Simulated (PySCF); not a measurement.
**Zn: excitation energy**

Zn [Ar] 3d10 4s2 (1S) → Zn [Ar] 3d10 4s1 4p1 (3P), as a difference of total energies. Calculation: PySCF 2.14, in aug-cc-pVTZ-DK; the spin-free X2C one-electron Hamiltonian (Gaussian nucleus). Correlated levels: valence: [Ar] frozen. The calculations carry no spin-orbit coupling.

```tsv
method	excitation energy (cm⁻¹)	error (cm⁻¹)
UHF	21941	-10755
MP2 (valence)	31432	-1264
SCS-MP2 (valence)	32274	-422
CCSD (valence)	31473	-1223
CCSD(T) (valence)	32399	-298
```

Reference: 32696 cm⁻¹ (measured; NIST levels, between the centres of gravity of the two terms).

Errors of the correlated levels include the incompleteness of this basis and the frozen core.
